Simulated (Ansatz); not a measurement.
BF₃ (SMILES FB(F)F), singlet, geometry from GFN2-xTB. Base run: SVWN5/STO-3G (Ansatz, a program for electronic structure).

Input for Ansatz:
Ansatz 0.2 input:
```yaml
crystal:
  periodic: [false, false, false]
  atoms:
    - {symbol: B, position_ang: [-0.00000000, 0.00000000, -0.00000000]}
    - {symbol: F, position_ang: [-0.00659779, 1.30036204, -0.00088081]}
    - {symbol: F, position_ang: [1.12944220, -0.64446528, 0.00325160]}
    - {symbol: F, position_ang: [-1.12284440, -0.65589676, -0.00237079]}
basis:
  gaussian:
    orbitals: STO-3G
hamiltonian:
  xc: {name: SVWN5}
```

Variants of this job, named by their change:

| change | ΔE vs base (µEh) |
|---|---|
| base | 0.0 |
| point_charge = charge:1.0 position_ang:3.856, 1.5619, 1.0884 | -1029 |
| fitting.mean_field = def2-universal-JKFIT | ? |
| final_grid = 10, 20, 41 | 0.0 |
| final_grid = 6, 12, 29 | -1.6 |
| accuracy = high | 0.2 |
| fitting.mean_field = cc-pVTZ-JKFIT | ? |
| nuclear_model = gaussian | 45.2 |
| lower_state_search = light | 0.0 |
| final_grid = 14, 28, 59 | 0.1 |
| forces = on | 0.0 |

### Question
Complete the blanks.

### Answer

- fitting.mean_field = def2-universal-JKFIT, ΔE vs base (µEh): -1540
- fitting.mean_field = cc-pVTZ-JKFIT, ΔE vs base (µEh): -441
